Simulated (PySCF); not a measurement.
# Cu: excitation energy

Cu [Ar] 3d10 4s1 (2S) → Cu [Ar] 3d9 4s1 4p1 (high-spin determinant), as a difference of total energies. Calculation: PySCF 2.14, in aug-cc-pwCVTZ-DK (10s9p7d4f3g, 127 functions); the spin-free X2C one-electron Hamiltonian (Gaussian nucleus). Correlated levels: valence: [Ar] frozen; valence and next inner shell: [Ne] frozen; nothing frozen. The calculations carry no spin-orbit coupling.

```csv
method,excitation energy (cm⁻¹)
UHF,16340
LDA,48832
PBE,44638
PBE0,38748
r2SCAN,39139
PW91,44832
BHandHLYP,34432
BP86,44956
MP2 (valence),45570
SCS-MP2 (valence),42876
MP2 (valence and next inner shell),50658
SCS-MP2 (valence and next inner shell),46771
MP2 (all electrons),50783
SCS-MP2 (all electrons),46835
```

A first-order spin-orbit estimate (lowest level to lowest level, LS coupling) adds -0.092 eV.

The determinant of the upper state mixes LS terms, which raises its energy above the lowest term, most at the Hartree-Fock and MP2 levels.
